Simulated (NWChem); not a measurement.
Everything below was run with NWChem. System: H₂OPbS, charge 0, spin multiplicity 1, at a geometry optimised with B3LYP/def2-SVP with def2 effective core potentials on Pb. The structure started from a generated list of species. Level: TD-PBE0/def2-SVP with def2 effective core potentials on Pb.

Job file:

```
start mol
memory heap 200 mb stack 900 mb global 1100 mb
geometry units angstroms nocenter noautoz
  Pb     0.315469    -0.291448     0.000000
  O      1.266409     1.598650     0.000000
  H      0.661268     2.355419     0.000000
  S     -2.126137     0.588630     0.000000
  H     -2.642760    -0.663959     0.000000
  symmetry group Cs
end
basis spherical
  * library def2-svp
end
ecp
  Pb library def2-ecp
end
dft
  xc pbe0
  semidirect memsize 60000000 filesize 0
  iterations 100
end
tddft
  rpa
  nroots 5
  notriplet
  thresh 1e-4
end
task tddft energy
```

Output (cleaned and shortened):

```
             Northwest Computational Chemistry Package (NWChem) 7.3.0
             --------------------------------------------------------

                                NWChem Input Module
                                -------------------

 Scaling coordinates for geometry "geometry" by  1.889725989
 (inverse scale =  0.529177249)

 Turning off AUTOSYM since
 SYMMETRY directive was detected!

                             Geometry "geometry" -> ""
                             -------------------------

 Output coordinates in angstroms (scale by  1.889725989 to convert to a.u.)

  No.       Tag          Charge          X              Y              Z
 ---- ---------------- ---------- -------------- -------------- --------------
    1 Pb                  82.0000     0.31546900    -0.29144800     0.00000000
    2 O                    8.0000     1.26640900     1.59865000     0.00000000
    3 H                    1.0000     0.66126800     2.35541900     0.00000000
    4 S                   16.0000    -2.12613700     0.58863000     0.00000000
    5 H                    1.0000    -2.64276000    -0.66395900     0.00000000

 Effective nuclear repulsion energy (a.u.)     495.7583426844

            Nuclear Dipole moment (a.u.)
            ----------------------------
        X                 Y               Z
 ---------------- ---------------- ----------------
     0.0000869274     0.0000075589     0.0000000000

      Symmetry information
      --------------------

 Group name             Cs
 Group number              2
 Group order               2
 No. of unique centers     5

      Symmetry unique atoms

     1    2    3    4    5


 Summary of "ao basis" -> "" (spherical)
 ------------------------------------------------------------------------------
       Tag                 Description            Shells   Functions and Types
 ---------------- ------------------------------  ------  ---------------------
 *                          def2-svp                  on all atoms

                                 NWChem DFT Module
                                 -----------------

 Summary of "ao basis" -> "ao basis" (spherical)
 ------------------------------------------------------------------------------
       Tag                 Description            Shells   Functions and Types
 ---------------- ------------------------------  ------  ---------------------
 Pb                         def2-svp                10       26   4s4p2d
 O                          def2-svp                 6       14   3s2p1d
 H                          def2-svp                 3        5   2s1p
 S                          def2-svp                 8       18   4s3p1d

 Summary of "ao basis" -> "ao basis" (spherical)
 ------------------------------------------------------------------------------
       Tag                 Description            Shells   Functions and Types
 ---------------- ------------------------------  ------  ---------------------
 Pb                         def2-svp                10       26   4s4p2d
 O                          def2-svp                 6       14   3s2p1d
 H                          def2-svp                 3        5   2s1p
 S                          def2-svp                 8       18   4s3p1d

      Symmetry analysis of basis
      --------------------------

        a'         49
        a"         19

            General Information
            -------------------
          SCF calculation type: DFT
          Wavefunction type:  closed shell.
[...]
  ----  ------  ------  ---------  ---------  ---------
    1      5       0     0.35E+00   0.10+100        4.4
    2     15       0     0.50E-01   0.28E-01        5.8
    3     25       0     0.17E-01   0.13E-02        5.9
    4     35       0     0.56E-02   0.16E-03        5.8
    5     45       1     0.12E-02   0.14E-04        5.8
    6     53       3     0.35E-03   0.71E-06        5.3
    7     56       5     0.87E-04   0.61E-07        3.9
  ----  ------  ------  ---------  ---------  ---------
  Convergence criterion met

  Ground state a'       -667.130697088123 a.u.

  ----------------------------------------------------------------------------
  Root   1 singlet a"             0.139624937 a.u.                3.7994 eV
  ----------------------------------------------------------------------------
     Transition Moments    X -0.00000   Y  0.00000   Z  0.35587
     Transition Moments   XX  0.00000  XY  0.00000  XZ  1.79312
     Transition Moments   YY -0.00000  YZ -1.36549  ZZ -0.00000
     Dipole Oscillator Strength                    0.0117886075
     Electric Quadrupole                           0.0000000736
     Magnetic Dipole                               0.0000025387
     Total Oscillator Strength                     0.0117912199

          sigma_e =   2.0006 Angstrom
          sigma_h =   1.9830 Angstrom
         |d_h->e| =   1.4110 Angstrom
            d_exc =   3.1498 Angstrom
            d_CD1 =   1.4286 Angstrom
            d_CD2 =  -0.5808 Angstrom
            d_CD3 =   4.5608 Angstrom
     Pearson C.C. =   0.0006

     Occ.   23  a'  ---  Virt.   25  a"   0.99835 X
  ----------------------------------------------------------------------------
  Root   2 singlet a'             0.143292670 a.u.                3.8992 eV
  ----------------------------------------------------------------------------
     Transition Moments    X  0.52241   Y -0.03392   Z -0.00000
     Transition Moments   XX -2.70504  XY  1.06313  XZ  0.00000
     Transition Moments   YY  0.54345  YZ -0.00000  ZZ  0.82844
     Dipole Oscillator Strength                    0.0261805781
     Electric Quadrupole                           0.0000000781
     Magnetic Dipole                               0.0000000000
     Total Oscillator Strength                     0.0261806562

          sigma_e =   2.0150 Angstrom
          sigma_h =   1.6226 Angstrom
         |d_h->e| =   2.0136 Angstrom
            d_exc =   3.2810 Angstrom
            d_CD1 =   2.4059 Angstrom
            d_CD2 =   0.1948 Angstrom
            d_CD3 =   5.2946 Angstrom
     Pearson C.C. =  -0.0027

     Occ.   21  a'  ---  Virt.   27  a'   0.09133 X
     Occ.   23  a'  ---  Virt.   26  a'  -0.21005 X
     Occ.   23  a'  ---  Virt.   27  a'   0.12480 X
     Occ.   24  a"  ---  Virt.   25  a"  -0.96610 X
     Occ.   24  a"  ---  Virt.   25  a"   0.05093 Y
  ----------------------------------------------------------------------------
  Root   3 singlet a"             0.164284984 a.u.                4.4704 eV
  ----------------------------------------------------------------------------
     Transition Moments    X -0.00000   Y  0.00000   Z  0.23091
     Transition Moments   XX  0.00000  XY -0.00000  XZ -0.17721
     Transition Moments   YY -0.00000  YZ -1.10127  ZZ  0.00000
     Dipole Oscillator Strength                    0.0058396578
     Electric Quadrupole                           0.0000000294
     Magnetic Dipole                               0.0000015778
     Total Oscillator Strength                     0.0058412650

          sigma_e =   1.9855 Angstrom
          sigma_h =   1.5514 Angstrom
         |d_h->e| =   1.5347 Angstrom
            d_exc =   2.9508 Angstrom
            d_CD1 =   1.9689 Angstrom
            d_CD2 =  -0.2337 Angstrom
            d_CD3 =   4.4856 Angstrom
     Pearson C.C. =  -0.0005

     Occ.   21  a'  ---  Virt.   25  a"  -0.99718 X
  ----------------------------------------------------------------------------
  Root   4 singlet a'             0.181778408 a.u.                4.9464 eV
  ----------------------------------------------------------------------------
     Transition Moments    X  0.04212   Y  0.23573   Z  0.00000
     Transition Moments   XX  0.48881  XY  0.65116  XZ -0.00000
     Transition Moments   YY  1.93531  YZ -0.00000  ZZ -1.79173
     Dipole Oscillator Strength                    0.0069489916
     Electric Quadrupole                           0.0000001265
     Magnetic Dipole                               0.0000000146
     Total Oscillator Strength                     0.0069491327

          sigma_e =   2.0010 Angstrom
          sigma_h =   1.3848 Angstrom
         |d_h->e| =   1.6728 Angstrom
            d_exc =   2.9516 Angstrom
            d_CD1 =   2.2890 Angstrom
            d_CD2 =  -0.0201 Angstrom
            d_CD3 =   4.6244 Angstrom
     Pearson C.C. =   0.0014

     Occ.   21  a'  ---  Virt.   26  a'   0.12773 X
     Occ.   21  a'  ---  Virt.   27  a'   0.25856 X
     Occ.   22  a"  ---  Virt.   25  a"   0.94188 X
     Occ.   23  a'  ---  Virt.   27  a'  -0.16322 X
  ----------------------------------------------------------------------------
  Root   5 singlet a"             0.193990490 a.u.                5.2788 eV
  ----------------------------------------------------------------------------
     Transition Moments    X -0.00000   Y -0.00000   Z -0.23489
     Transition Moments   XX  0.00000  XY -0.00000  XZ  1.25151
     Transition Moments   YY -0.00000  YZ -0.10858  ZZ -0.00000
     Dipole Oscillator Strength                    0.0071355255
     Electric Quadrupole                           0.0000000613
     Magnetic Dipole                               0.0000000378
     Total Oscillator Strength                     0.0071356246

          sigma_e =   2.2553 Angstrom
          sigma_h =   1.5839 Angstrom
         |d_h->e| =   2.0662 Angstrom
            d_exc =   3.4343 Angstrom
            d_CD1 =   2.7376 Angstrom
            d_CD2 =   0.1466 Angstrom
            d_CD3 =   5.5004 Angstrom
     Pearson C.C. =   0.0098

     Occ.   24  a"  ---  Virt.   26  a'  -0.97193 X
     Occ.   24  a"  ---  Virt.   27  a'   0.22081 X

              Target root =      1
          Target symmetry = none
      Ground state energy =   -667.130697088123
        Excitation energy =      0.139624936696
     Excited state energy =   -666.991072151427

  stored tddft:energy   -666.99107215142703

 Task  times  cpu:       39.3s     wall:       39.3s

 Total times  cpu:       39.4s     wall:       39.4s
```
